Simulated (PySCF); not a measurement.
What does the PBE0-D3(BJ)/def2-SVP structure of InChI=1S/CH9GeNOSi/c1-3-5-4-2/h3H,5H2,1-2H3 look like in three dimensions?

```
atom  x, y, z in Å
C1    -2.2371   -0.6456    0.2798
N2    -1.5943    0.4880    0.8966
Si3   -0.0588    1.1160    0.4582
O4     1.2324    0.1652    0.8982
Ge5    2.6652   -0.5211    0.1096
H6    -3.3315   -0.5136    0.2258
H7    -1.8812   -0.7557   -0.7572
H8    -2.0411   -1.6068    0.7925
H9    -1.9488    0.7150    1.8191
H10    0.0636    2.4291    1.1528
H11   -0.0273    1.2495   -1.0331
H12    2.3914   -0.6457   -1.4032
H13    3.8618    0.4126    0.3670
H14    2.8979   -1.9004    0.7452
```

Any rigid rotation of these coordinates is as good. Atoms count from 1 in this order. Si3 (oxygen-bound silicon) is distorted tetrahedral (angles from 106.1° to 114.7°). Ge5 (germanium bonded to O and 3 H) is tetrahedral (angles from 106.6° to 111.1°). O4 (oxygen bonded to Ge and Si) is bent (angle 137.0°). N2 (silicon-bound nitrogen) is almost planar (angles 125.3°, 117.6° and 114.2°, sum 357.0°, 0.13 Å off the plane of its three neighbours).

Bonds between heavy atoms (Å): C1–N2 1.442, N2–Si3 1.716, Si3–O4 1.663, O4–Ge5 1.774.

Level of theory: PBE0-D3(BJ)/def2-SVP geometry optimisation, gas phase (PySCF 2.14.0).

Point group: C1 (no symmetry element, even within 0.4 Å). No frequency check. One conformer, not necessarily the lowest (C1–N2–Si3–O4 -72°, N2–Si3–O4–Ge5 129°).

Hardware: one thread of an Arm Neoverse V2, on a shared host. Cost: 3.1 min wall, 0.55 GiB resident at most. This is the geometry optimisation.
